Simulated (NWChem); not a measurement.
Basis-set convergence for HClPb

```xyz
3

Pb    -0.2976     0.3044     0.0000
H      1.0051     1.6710     0.0000
Cl     1.3762    -1.5666     0.0000
```
Charge 0, spin multiplicity 1.

Program: NWChem. Structure: optimised with PBE/def2-SVP with def2 effective core potentials on Pb, a minimum by its harmonic frequencies.

Quantity: first vertical ionisation energy at the level G0W0@PBE.

Effective core potentials replace the inner electrons of Pb; spin-orbit coupling is left out. GW and range-separated runs recompute their integrals, the others keep them in memory, which bears on the times. The structure started from a generated list of species.

Costs are rough ratios of processor time within this set of runs, SCF included, with def2-SVP as 1.

```csv
basis,functions,first vertical ionisation energy (eV),relative cost
def2-SVP,49,8.36,1
def2-SVPD,67,___,under 3
def2-TZVP,93,___,4
def2-TZVPP,106,8.85,4
def2-TZVPD,111,8.79,5
def2-QZVP,182,___,30
```

### Question
What belongs in the gaps?

### Answer

- def2-SVPD, first vertical ionisation energy (eV): 8.56
- def2-TZVP, first vertical ionisation energy (eV): 8.77
- def2-QZVP, first vertical ionisation energy (eV): 9.02
